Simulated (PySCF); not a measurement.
**Bi(III) with more and more H2O**

Computed with PySCF 2.14.0, PBE0, def2-SVP on the ligands, density fitting, scalar-relativistic core potentials, no spin-orbit coupling, vacuum. The metal has def2-SVP with ECP60. Each complex is relaxed within the symmetry of its template. Distances are means of the shortest metal–ligand contacts, charges and spins Mulliken's; removal energies are rigid, with the ligand's formal charge and no counterpoise, so too large; for an anion taken off a cation in vacuum most of it is the attraction of opposite charges, and multiply charged cations can part far more cheaply with an electron moved from ligand to metal.

```
     complex  point group  M–H2O (Å)  charge on M (e)  HOMO–LUMO gap (eV)  removal of one H2O (eV)  strongest infrared band, degenerate modes summed (cm⁻¹)  unstable modes (below −25 cm⁻¹)
 [Bi(H2O)]3+          C2v      2.184             2.51                5.40                     6.07                                                     3259                                0
[Bi(H2O)3]3+           D3      2.309             1.97                5.32                     3.58                                                        –                                1
[Bi(H2O)4]3+           S4      2.342             1.80                7.32                     3.04                                                        –                        not given
```

Q: What does the calculation give for [Bi(H2O)2]3+?

A: point group: C2, nearly C2v, M–H2O (Å): 2.214, charge on M (e): 2.16, HOMO–LUMO gap (eV): 5.98, removal of one H2O (eV): 4.89, strongest infrared band, degenerate modes summed (cm⁻¹): 3405, unstable modes (below −25 cm⁻¹): 0.
```xyz
7

Bi    1.2505   -0.3484    0.0167
O    -0.1396    0.1961    1.6517
H     0.1288    0.2284    2.6147
H    -1.1062    0.4387    1.6309
O    -0.1659   -0.0154   -1.6519
H     0.0597   -0.1923   -2.6094
H    -1.1024    0.3248   -1.6527
```

The more ligands, the longer each bond and the weaker the last ligand is held.

Members with unstable modes aren't minima as they stand: saddle points kept by symmetry or, where the modes are soft, flat surfaces and noise. Moved off a saddle point of the template and relaxed again: [Bi(H2O)2]3+, [Bi(H2O)3]3+, [Bi(H2O)4]3+. One start shape was tried for each, so a minimum needn't be the lowest isomer.
